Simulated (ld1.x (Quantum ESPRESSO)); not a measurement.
# What one change does to a pseudopotential (C (Z = 6), RRKJ)

```
Element                 : carbon
Generator               : ld1.x (Quantum ESPRESSO) 7.5
Type                    : norm-conserving RRKJ (Kleinman–Bylander form)
Functional              : PBE
Relativity              : scalar-relativistic
Frozen core             : [He]
Valence charge          : 4
Reference configuration : 2s2 2p2
Partial waves           : 2p (bound): rc 1.55 bohr; 2s (bound): rc 1.00 bohr
Local potential         : the s channel
Core correction         : Bessel-smoothed model core inside 0.45 bohr
```

All-electron outer shells of the reference configuration (PBE, scalar-relativistic, ld1.x):

```json
{"shell": "1s", "level (eV)": "-273.38", "outermost node (bohr)": "–", "outermost maximum (bohr)": "0.17"}
{"shell": "2s", "level (eV)": "-13.75", "outermost node (bohr)": "0.38", "outermost maximum (bohr)": "1.22"}
{"shell": "2p", "level (eV)": "-5.29", "outermost node (bohr)": "–", "outermost maximum (bohr)": "1.20"}
```

Change: wave 2s (bound): rc 1.00 bohr becomes 2s (bound): rc 0.80 bohr.

Cutoffs: the cutoffs (Ry, on a coarse ladder) from which the occupation-weighted sum of valence levels, in a spherical-Bessel basis at the reference potential, stays within 10 and 1 mRy of its value at 400 Ry; they do not see the model core or the augmentation charge, which bear on the density cutoff. Errors are all-electron minus pseudo energies relative to the spin-unpolarised reference configuration.

**Question.** How do hardness, ghosts and transferability respond?

**Answer.** The potential gets harder (40 Ry and 90 Ry → 100 Ry and 230 Ry); of the 7 tests that both files solve, the error grows in 2 and shrinks in 1 by more than 15 % and 0.3 meV (median size 10.3 → 11.6 meV); neither file shows a bound ghost. A smaller radius makes the pseudo-wave follow the all-electron one further in, where it bends more sharply, so more plane waves are needed.

| quantity | base | changed |
| --- | --- | --- |
| cutoff, loose | 40 Ry | 100 Ry |
| cutoff, tight | 90 Ry | 230 Ry |
| loose cutoff by channel (10 mRy a level) | p 35 Ry, s 30 Ry | p 35 Ry, s 90 Ry |
| bound ghosts | none | none |
| error for 2s2 2p1, meV [ΔE 10.86 eV] | +10 | +12 |
| error for 2s2 2p0, meV [ΔE 35.02 eV] | +120 | +129 |
| error for 2s1 2p0, meV [ΔE 83.21 eV] | +269 | +269 |
| error for 2s2 2p2.3, meV [ΔE -1.16 eV] | +0.1 | +0.2 |
| error for 2s2 2p1.5, meV [ΔE 3.96 eV] | +1.2 | +1.4 |
| error for 2s1 2p2, meV [ΔE 19.62 eV] | -7.1 | -5.9 |
| error for 2s0 2p4, meV [ΔE 16.98 eV] | +14 | +22 |
| s: phases at 1.69 bohr within 0.05 rad from the reference energy up to (Ry; the scan ends near 5) | to the end of the scan | to the end of the scan |
| p: phases at 1.69 bohr within 0.05 rad from the reference energy up to (Ry; the scan ends near 5) | 4.3 | 4.4 |
